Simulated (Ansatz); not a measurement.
Saddle point of BNH$_{5}$Cl$_{3}$O, closed shell (BCl₃ ([Cl][B]([Cl])[Cl]) + H₂O + NH₃ → BNH₂Cl₂ ([NH2][B]([Cl])[Cl]) + HCl + H₂O; bonds formed: Cl2–H7, H5–O8; dative contacts that become bonds: B1–N6; bonds broken: B1–Cl2, H5–N6, H7–O8), PBE0-D4/def2-TZVP structure:

```
11
angstrom
B -0.3759 -1.2387 -0.1653
Cl 1.9724 -0.6967 0.1690
Cl -0.1551 -2.5356 -1.3556
Cl -0.8415 -1.6774 1.4962
H 0.0253 1.2605 0.0583
N -0.8843 0.0648 -0.6147
H 1.5342 0.6994 0.4158
O 0.8208 1.7560 0.4733
H -0.8909 0.1724 -1.6213
H -1.8104 0.2519 -0.2493
H 0.6054 1.9434 1.3935
```

Energies are electronic, without zero-point energy. Barriers and step energies count from the start structure reached by relaxing down the imaginary mode; all methods use the PBE0-D4 structures, on which another method's saddle can fall below an end. Ansatz 0.2.0; basis: def2-TZVPP, with def2-QZVPP for the basis limit; cores frozen in the correlated methods. B3LYP uses VWN-RPA correlation. Extrapolation: Hartree–Fock as exp(−7.88 √X), correlation as X^−2.97.

```json
{"method": "SPW92", "barrier (kJ/mol)": "89.7", "step energy (kJ/mol)": "72.8"}
{"method": "PBE-D4", "barrier (kJ/mol)": "?", "step energy (kJ/mol)": "55.3"}
{"method": "BLYP-D4", "barrier (kJ/mol)": "?", "step energy (kJ/mol)": "40.6"}
{"method": "r2SCAN-D4", "barrier (kJ/mol)": "112.7", "step energy (kJ/mol)": "60.5"}
{"method": "B97M-V", "barrier (kJ/mol)": "129.5", "step energy (kJ/mol)": "55.7"}
{"method": "PBE0-D4", "barrier (kJ/mol)": "122.3", "step energy (kJ/mol)": "65.0"}
{"method": "B3LYP-D4", "barrier (kJ/mol)": "118.4", "step energy (kJ/mol)": "48.0"}
{"method": "r2SCAN0-D4", "barrier (kJ/mol)": "126.0", "step energy (kJ/mol)": "67.1"}
{"method": "BHLYP-D4", "barrier (kJ/mol)": "?", "step energy (kJ/mol)": "56.9"}
{"method": "CAM-B3LYP-D4", "barrier (kJ/mol)": "124.9", "step energy (kJ/mol)": "51.7"}
{"method": "wB97X-V", "barrier (kJ/mol)": "134.5", "step energy (kJ/mol)": "65.8"}
{"method": "wB97M-V", "barrier (kJ/mol)": "131.5", "step energy (kJ/mol)": "65.0"}
{"method": "B2PLYP", "barrier (kJ/mol)": "126.1", "step energy (kJ/mol)": "48.6"}
{"method": "PBE-QIDH", "barrier (kJ/mol)": "135.5", "step energy (kJ/mol)": "71.6"}
{"method": "RPA on PBE", "barrier (kJ/mol)": "134.4", "step energy (kJ/mol)": "58.8"}
{"method": "HF", "barrier (kJ/mol)": "166.2", "step energy (kJ/mol)": "39.8"}
{"method": "MP2", "barrier (kJ/mol)": "135.3", "step energy (kJ/mol)": "70.5"}
{"method": "CCSD", "barrier (kJ/mol)": "144.2", "step energy (kJ/mol)": "59.7"}
{"method": "CCSD(T)", "barrier (kJ/mol)": "137.2", "step energy (kJ/mol)": "62.4"}
```

(1) Fill in the withheld barriers. (Judge from chemistry; the value comes from the calculation.)

T1 diagnostic: at most 0.011.

Answers

(1) Computed: PBE-D4 104.3; BHLYP-D4 138.2; BLYP-D4 104.4 kJ/mol. Each is the energy of the saddle less that of the start structure, by the same method.

For comparison, the barrier by CCSD(T) at an estimated basis limit (MP2 extrapolated from triple and quadruple zeta, plus CCSD(T) − MP2 in triple zeta) is 139.4 kJ/mol.

The step is the kind of exchange with an N–H group that builds nitride films in atomic layer and chemical vapour deposition.

Labels in which every atom is bracketed show which atoms are joined, not bond orders.

For scale, one of the runs: CCSD(T)/def2-TZVPP, 289 basis functions, launched by `ansatz run in.yaml --threads 8 --pin off --events-out ev --progress --plain --max-ram 19148MiB`. The run took 3.2 min on 8 CPU threads of an Arm Neoverse V2 (shared host), with 8.8 GiB of host memory at its peak.
